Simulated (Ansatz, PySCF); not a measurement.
Diatomic AgF, closed-shell singlet (the spin of the measured ground state). No spin–orbit coupling.

Seven points along R, fitted to fifth degree in 1/R; most abundant isotopes. Runs in def2 and cc sets follow the lowest solution found near the PBE0 minimum. The singlet is held restricted. HF and MP2 rows in def2 and cc sets belong to the determinant that coupled cluster picked by its CCSD energy.

Correlated levels freeze the inner cores; with def2 sets outer-core shells near the valence are correlated too. CBS(a, b) extrapolates the correlation energy as X⁻³ and adds the Hartree–Fock energy of set b. Rows in LANL2DZ carry no dispersion term and start afresh at each structure. LANL2DZ brings its own core potentials from Na on.

Run with Ansatz (an electronic-structure program) with Gaussian orbitals; PySCF for LANL2DZ rows.  In def2 rows elements past Kr take small-core potentials, without spin–orbit coupling.

### Question
What bond length and harmonic frequency does HF/def2-QZVPP give?

### Answer
r_e = 2.028 Å, ω_e = 490 cm⁻¹.

### Question
What bond length and harmonic frequency does BP86/LANL2DZ give?

### Answer
r_e = 2.024 Å, ω_e = 473 cm⁻¹.

### Question
What bond length and harmonic frequency does CCSD(T)/CBS(def2-TZVPP, def2-QZVPP) give, and what D_e (from each atom's lowest state at the same level)?

### Answer
r_e = 1.982 Å, ω_e = 517 cm⁻¹, D_e = 3.45 eV.

Measured for the ground state: r_e 1.9832 Å [microwave values compiled in ACS Omega 2, 8373 (2017)]. D_0 3.66 ± 0.06 eV (a handbook's tabulated 298 K bond energy less 3RT/2; such tables hold older values) [Luo, bond dissociation energies, CRC Handbook]. dipole 6.22 D [compilation of Liu, Meijer and Pérez-Ríos].
